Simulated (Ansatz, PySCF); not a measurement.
2H-1,3,5-oxadiazine (C₃H₄N₂O), SMILES C1=NC=NCO1. Atoms are numbered in the order given.

```xyz
10

C     -0.9120    -0.9329     0.0070
N     -1.3789     0.2351    -0.2341
C     -0.4464     1.2740    -0.0762
N      0.8132     1.1472     0.0822
C      1.3339    -0.1845     0.0587
O      0.3485    -1.2347     0.3093
H     -1.5611    -1.8190     0.0175
H     -0.8788     2.2831    -0.0790
H      2.0997    -0.3177     0.8366
H      1.7962    -0.3924    -0.9259
```
Charge 0, spin multiplicity 1.

Coordinates come from a B3LYP-D3(BJ)/def2-SVP optimisation. Other conformers were not sampled.

Two levels are set side by side: PBE-D3(BJ)/def2-SVP (Ansatz, a program for electronic structure) and B3LYP-D3(BJ)/def2-SVP (Ansatz). Each level has its own optimised geometry; the coordinates shown are those of the second. Frequencies come from the Hessian of PySCF at each geometry. Differences are taken from unrounded values.

```csv
quantity,B3LYP-D3(BJ),PBE-D3(BJ),PBE-D3(BJ) minus B3LYP-D3(BJ)
mean bond length (Å),1.259,1.267,0.008
bond C1–N2 (Å),1.281,1.293,0.012
bond C1–O6 (Å),1.331,1.337,0.006
bond N2–C3 (Å),1.405,1.406,0.001
bond C3–N4 (Å),1.276,1.287,0.012
bond N4–C5 (Å),1.430,1.429,-0.001
bond C5–O6 (Å),1.462,1.480,0.018
bond C1–H7 (Å),1.098,1.108,0.009
bond C3–H8 (Å),1.098,1.107,0.009
bond C5–H9 (Å),1.100,1.109,0.009
bond C5–H10 (Å),1.107,1.117,0.009
highest harmonic wavenumber (cm⁻¹),3157,3079,-78
mean harmonic wavenumber (cm⁻¹),1384,1339,-45
zero-point energy (kcal/mol),47.48,45.94,-1.54
```

Exact exchange shortens and stiffens bonds; PBE has none. Differences between two approximate levels are no errors against the true value.
